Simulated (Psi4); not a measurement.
H₄AsSi (SMILES [SiH3][AsH]), doublet, at a GFN2-xTB geometry; REVPBE/def2-SVP (Psi4 1.11).

Psi4 was given this input:
```
memory 2 GB

molecule mol {
0 2
Si   -1.403295   -0.534621    0.038975
As    0.728614    0.324234   -0.023354
H    -1.673133   -1.318331    1.252156
H    -2.368384    0.569103    0.005921
H    -1.705114   -1.414749   -1.098573
H     1.348493   -1.051041    0.065542
}

set {
  basis def2-svp
  reference uks
  scf_type pk
  puream true
  d_convergence 1e-8
  dft_radial_points 99
  dft_spherical_points 590
}

energy('revpbe')
print_variables()
```

What the program printed (banner, timings and long lists left out):

```
   => Loading Basis Set <=

    Name: DEF2-SVP
    Role: ORBITAL
    Keyword: BASIS

         ---------------------------------------------------------
                                   SCF
               by Justin Turney, Rob Parrish, Andy Simmonett
                          and Daniel G. A. Smith
                              UKS Reference
         ---------------------------------------------------------

  ==> Geometry <==

    Molecular point group: c1
    Full point group: C1

    Geometry (in Angstrom), charge = 0, multiplicity = 2:

       Center              X                  Y                   Z               Mass
    ------------   -----------------  -----------------  -----------------  -----------------
         SI          -1.505198172448    -0.591620068764     0.043019813792    27.976926534650
         AS           0.626710827552     0.267234931236    -0.019309186208    74.921594570000
         H           -1.775036172448    -1.375330068764     1.256200813792     1.007825032230
         H           -2.470287172448     0.512103931236     0.009965813792     1.007825032230
         H           -1.807017172448    -1.471748068764    -1.094528186208     1.007825032230
         H            1.246589827552    -1.108040068764     0.069586813792     1.007825032230

  Running in c1 symmetry.

  Rotational constants: A =      2.13856  B =      0.13430  C =      0.13188 [cm^-1]
  Rotational constants: A =  64112.43551  B =   4026.35967  C =   3953.80877 [MHz]
  Nuclear repulsion =  153.404951483954591

  Charge       = 0
  Multiplicity = 2
  Electrons    = 51
  Nalpha       = 26
  Nbeta        = 25

  ==> Algorithm <==

  SCF Algorithm Type is PK.
  DIIS enabled.
  MOM disabled.
  Fractional occupation disabled.
  Guess Type is SAD.
  Energy threshold   = 1.00e-06
  Density threshold  = 1.00e-08
  Integral threshold = 1.00e-12

  ==> Primary Basis <==

  Basis Set: DEF2-SVP
    Blend: DEF2-SVP
    Number of shells: 32
    Number of basis functions: 70
    Number of Cartesian functions: 74
    Spherical Harmonics?: true
    Max angular momentum: 2

  ==> DFT Potential <==

   => LibXC <=

    Version 7.1.2
    S. Lehtola, C. Steigemann, M. J. T. Oliveira, and M. A. L. Marques,  SoftwareX 7, 1–5 (2018) (10.1016/j.softx.2017.11.002)

   => Composite Functional: REVPBE <=

    revPBE GGA Exchange-Correlation Functional

    Y. Zhang and W. Yang, Phys. Rev. Lett. 80, 890, 1998

    Deriv               =              1
    GGA                 =           TRUE
    Meta                =          FALSE

    Exchange Hybrid     =          FALSE
    MP2 Hybrid          =          FALSE

   => Exchange Functionals <=

    1.0000   XC_GGA_X_PBE_R

   => Correlation Functionals <=

    1.0000     XC_GGA_C_PBE

   => LibXC Density Thresholds  <==

    XC_GGA_C_PBE:  1.00E-12
    XC_GGA_X_PBE_R:  1.00E-15

   => Molecular Quadrature <=

    Radial Scheme          =       TREUTLER
    Pruning Scheme         =           NONE
    Nuclear Scheme         =       TREUTLER

    Blocking Scheme        =         OCTREE
    BS radius alpha        =              1
    Pruning alpha          =              1
    Radial Points          =             99
    Spherical Points       =            590
    Total Points           =         332034
    Total Blocks           =           2421
    Max Points             =            256
    Max Functions          =             69
    Weights Tolerance      =       1.00E-15

  ==> Integral Setup <==

  Using in-core PK algorithm.
   Calculation information:
      Number of atoms:                   6
      Number of AO shells:              32
      Number of primitives:             68
      Number of atomic orbitals:        74
      Number of basis functions:        70

      Integral cutoff                 1.00e-12
      Number of threads:                 1

  Performing in-core PK
  Using 6177710 doubles for integral storage.
  We computed 128907 shell quartets total.
  Whereas there are 139656 unique shell quartets.

  ==> DiskJK: Disk-Based J/K Matrices <==

    J tasked:                  Yes
    K tasked:                   No
    wK tasked:                  No
    Schwarz Cutoff:          1E-12

  Minimum eigenvalue in the overlap matrix is 6.6593865571E-03.
  Reciprocal condition number of the overlap matrix is 1.5428670301E-03.
    Using symmetric orthogonalization.

  ==> Pre-Iterations <==

  SCF Guess: Superposition of Atomic Densities via on-the-fly atomic UHF (no occupation information).

   -------------------------
    Irrep   Nso     Nmo
   -------------------------
     A         70      70
   -------------------------
    Total      70      70
   -------------------------

  ==> Iterations <==

                        Total Energy        Delta E     RMS |[F,P]|

   @UKS iter SAD: -2523.97896357881109   -2.52398e+03   0.00000e+00
   @UKS iter   1: -2525.98110638528851   -2.00214e+00   3.35159e-02 ADIIS/DIIS
   @UKS iter   2: -2524.69955195365401    1.28155e+00   5.60265e-02 ADIIS/DIIS
   @UKS iter   3: -2527.11513484376519   -2.41558e+00   4.12518e-03 ADIIS/DIIS
   @UKS iter   4: -2527.12647876446317   -1.13439e-02   1.13675e-03 ADIIS/DIIS
   @UKS iter   5: -2527.13244456478424   -5.96580e-03   1.29377e-04 ADIIS/DIIS
   @UKS iter   6: -2527.13249753766559   -5.29729e-05   3.87694e-05 DIIS
   @UKS iter   7: -2527.13250036139289   -2.82373e-06   1.41440e-05 DIIS
   @UKS iter   8: -2527.13250102347274   -6.62080e-07   2.50688e-06 DIIS
   @UKS iter   9: -2527.13250105049383   -2.70211e-08   1.10129e-06 DIIS
   @UKS iter  10: -2527.13250105560564   -5.11181e-09   2.28336e-07 DIIS
   @UKS iter  11: -2527.13250105587076   -2.65118e-10   5.28899e-08 DIIS
   @UKS iter  12: -2527.13250105588668   -1.59162e-11   1.08547e-08 DIIS
   @UKS iter  13: -2527.13250105588804   -1.36424e-12   3.25175e-09 DIIS
  Energy and wave function converged.

  ==> Post-Iterations <==

   Electrons on quadrature grid:
      Nalpha   =   26.0000000751 ; deviation = 7.511e-08
      Nbeta    =   25.0000000229 ; deviation = 2.287e-08
      Ntotal   =   51.0000000980 ; deviation = 9.798e-08

   @Spin Contamination Metric:   3.019834977E-03
   @S^2 Expected:                7.500000000E-01
   @S^2 Observed:                7.530198350E-01
   @S   Expected:                5.000000000E-01
   @S   Observed:                5.000000000E-01

    Orbital Energies [Eh]
    ---------------------

    Alpha Occupied:

[...]
    Alpha Virtual:

[...]
    Beta Occupied:

[...]
      25A     -0.242770

    Beta Virtual:

[...]
    Final Occupation by Irrep:
              A
    DOCC [    25 ]
    SOCC [     1 ]
    NA   [    26 ]
    NB   [    25 ]

  @UKS Final Energy: -2527.13250105588804

   => Energetics <=

    Nuclear Repulsion Energy =            153.4049514839545907
    One-Electron Energy =               -3823.1246807767070095
    Two-Electron Energy =                1247.7950399977473808
    DFT Exchange-Correlation Energy =    -105.2078117608830468
    Empirical Dispersion Energy =           0.0000000000000000
    VV10 Nonlocal Energy =                  0.0000000000000000
    Total Energy =                      -2527.1325010558880422

  UHF NO Occupations:
  HONO-2 :   24  A 1.9996888
  HONO-1 :   25  A 1.9990352
  HONO-0 :   26  A 1.0000000
  LUNO+0 :   27  A 0.0009648
  LUNO+1 :   28  A 0.0003112
  LUNO+2 :   29  A 0.0001589
  LUNO+3 :   30  A 0.0000479

Computation Completed

Properties will be evaluated at   0.000000,   0.000000,   0.000000 [a0]

Properties computed using the SCF density matrix

 Multipole Moments:

 ------------------------------------------------------------------------------------
     Multipole            Electronic (a.u.)      Nuclear  (a.u.)        Total (a.u.)
 ------------------------------------------------------------------------------------

 L = 1.  Multiply by 2.5417464519 to convert [e a0] to [Debye]
 Dipole X            :          9.8466317           -9.8210348            0.0255969
 Dipole Y            :          5.3475074           -5.4933252           -0.1458178
 Dipole Z            :         -0.3817905            0.3898496            0.0080590
 Magnitude           :                                                    0.1482665

 ------------------------------------------------------------------------------------

  Variable Map:
  ----------------------------------------------------------------------------
[...]
  Array Variable Map:
  ----------------------------------------------------------------------------
[...]
[...]
```
